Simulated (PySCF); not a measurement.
CH4ClFO2Si, SMILES O(C)[Si](F)(O)Cl.

The structure is a stationary point at PBE0-D3(BJ)/def2-SVP. The values are those of a single conformer.

Two levels are set side by side: TDA-PBE/def2-SVPD (PySCF) and TDA-ωB97X/def2-SVPD (PySCF). Vertical, same geometry. The lowest singlet is HOMO→LUMO 100 % with PBE and HOMO→LUMO 67 % with the other functional; states are paired by order. Differences are taken from unrounded values.

```json
[
 {"quantity": "lowest singlet excitation (eV)", "TDA-PBE": "6.49"},
 {"quantity": "lowest triplet excitation (TDA) (eV)", "TDA-PBE": "6.38"}
]
```

### Question
These are the TDA-PBE values. What does TDA-ωB97X give? (Estimate from the structure and the level; the computed values follow.)

### Answer

| quantity | TDA-ωB97X | TDA-PBE minus TDA-ωB97X |
|---|---|---|
| lowest singlet excitation (eV) | 8.51 | -2.02 |
| lowest triplet excitation (TDA) (eV) | 8.19 | -1.81 |

Functionals without exact exchange tend to place singlet excitations lower, as here. Differences between two approximate levels are no errors against the true value.

Rough cost on one machine, each run with all the roots and properties that it gave: TDA-ωB97X against TDA-PBE about 5 times.
